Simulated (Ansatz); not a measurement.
`C[SiH]1CCO1`. Charge 0, multiplicity 1.

```xyz
13

C     0.137   -2.016   -0.347
Si    0.689   -0.249   -0.201
C    -0.522    1.144   -0.535
C    -0.288    1.439    0.965
O     0.617    0.376    1.347
H     0.824   -2.675    0.191
H     0.130   -2.329   -1.395
H    -0.865   -2.155    0.065
H     2.039   -0.119   -0.822
H    -1.546    0.858   -0.774
H    -0.205    1.942   -1.205
H     0.188    2.407    1.142
H    -1.197    1.379    1.570
```

Task: Give the diagnostics of a CCSD(T)/def2-TZVPP run (frozen core, the Gaussian-basis code of Ansatz). (Best estimate.)

Result: Ansatz gave: T1 = 0.0108, largest single amplitude 0.008, largest double 0.013, (T) share of the correlation energy 3.8 %, 9 CCSD cycles. The RHF solution is stable towards an unrestricted one. T1 lies under the customary mark of 0.02 for closed shells.
